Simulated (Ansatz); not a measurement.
Cost and result for the atomization energy of ClFGe2H4O, SMILES `[OH][Ge]([F])([Cl])[GeH3]` (9 atoms, 8 bonds).

```xyz
9

O    -1.030   -0.350   -1.764
Ge   -0.661   -0.498   -0.053
F    -2.100   -0.064    0.816
Cl   -0.391   -2.576    0.424
Ge    1.203    0.911    0.568
H    -1.713   -0.959   -2.062
H     2.431    0.424   -0.206
H     0.853    2.355    0.201
H     1.408    0.756    2.077
```

The species carries charge 0 and has multiplicity 1. Correlated methods include outer-core shells of Ge, which these sets cover unevenly. Scalar relativity is left out up to krypton. Geometry: relaxed with PBE0-D4/def2-TZVP. It is one conformer, not always the lowest. Program: Ansatz. Hardware: A = 2 threads of an AMD EPYC 7R13 on a shared host; B = 2 threads of an AMD EPYC 7R13 on a shared host and a share of an NVIDIA H100 80 GB. Times are those of one run each, without the atoms' runs, and a repeat can differ threefold. Electronic energies, without spin–orbit coupling; frozen cores. CCSD(T)/CBS adds CCSD(T) − MP2 in def2-TZVPP to the MP2 limit, and its time is that of the two runs behind it. T1 = 0.012. With those shells the extrapolation isn't a true limit. HSE06 is the plane-wave form, built on full-range PBE exchange.

CCSD(T)/CBS is a level of theory with its own doubt, some kJ/mol a heavy atom from the limit and from the frozen cores, so smaller differences don't rank the functionals.

```
                                 level  functions  wall time
           CAM-B3LYP-D4/def2-TZVPP [A]        256        8 s
               HSE06-D4/def2-TZVPP [A]        256        8 s
                CCSD(T)/def2-TZVPP [B]        256      8.5 s
               BHLYP-D4/def2-TZVPP [A]        256      8.5 s
                    MP2/def2-QZVPP [B]        482        9 s
r2SCAN-D4/def2-TZVPP (with forces) [A]        256        9 s
                  CCSD(T)/def2-SVP [B]        130       11 s
             r2SCANh-D4/def2-TZVPP [A]        256       11 s
                 B2PLYP/def2-TZVPP [A]        256       11 s
               PBE-QIDH/def2-TZVPP [A]        256       11 s
                 B97M-V/def2-TZVPP [A]        256       14 s
                     CCSD(T)/CBS(def2)          –       18 s
  ωB97M-V/def2-TZVPP (with forces) [A]        256       21 s
```

Question: What atomization energy does each give, and how far from CCSD(T)/CBS? (Estimate.)

Answer: The calculation gave: 
```
                                 level  atomization (kJ/mol)  difference from CCSD(T)/CBS  per bond
           CAM-B3LYP-D4/def2-TZVPP [A]                2783.3                        -32.4      -4.0
               HSE06-D4/def2-TZVPP [A]                2755.3                        -60.4      -7.5
                CCSD(T)/def2-TZVPP [B]                2748.8                        -66.9      -8.4
               BHLYP-D4/def2-TZVPP [A]                2670.3                       -145.4     -18.2
                    MP2/def2-QZVPP [B]                2846.2                         30.5       3.8
r2SCAN-D4/def2-TZVPP (with forces) [A]                2809.5                         -6.2      -0.8
                  CCSD(T)/def2-SVP [B]                2578.4                       -237.3     -29.7
             r2SCANh-D4/def2-TZVPP [A]                2781.6                        -34.1      -4.3
                 B2PLYP/def2-TZVPP [A]                2746.6                        -69.1      -8.6
               PBE-QIDH/def2-TZVPP [A]                2764.4                        -51.3      -6.4
                 B97M-V/def2-TZVPP [A]                2827.4                         11.7       1.5
                     CCSD(T)/CBS(def2)                2815.7                          0.0       0.0
  ωB97M-V/def2-TZVPP (with forces) [A]                2778.2                        -37.5      -4.7
```

From r2SCAN to r2SCAN0 (25 % exact exchange), in def2-TZVPP and without D4, the atomization energy moves by −68.4 kJ/mol: exact exchange takes away binding that semilocal exchange gives to molecules. Leaving LDA and LC-ωPBE aside and taking each functional with its dispersion term where it has one, the values spread over 157.1 kJ/mol, from BHLYP-D4 to B97M-V. LDA lies +444.2 kJ/mol from PBE without D4, its usual overbinding. The D4 term adds +36.7 kJ/mol with B3LYP and +19.4 kJ/mol with PBE0; it sums over pairs of atoms, weighted by their polarisabilities, and B3LYP, whose exchange is more repulsive, gets the larger term.

B3LYP here is the variant with VWN-RPA as its local correlation; programs differ in this.
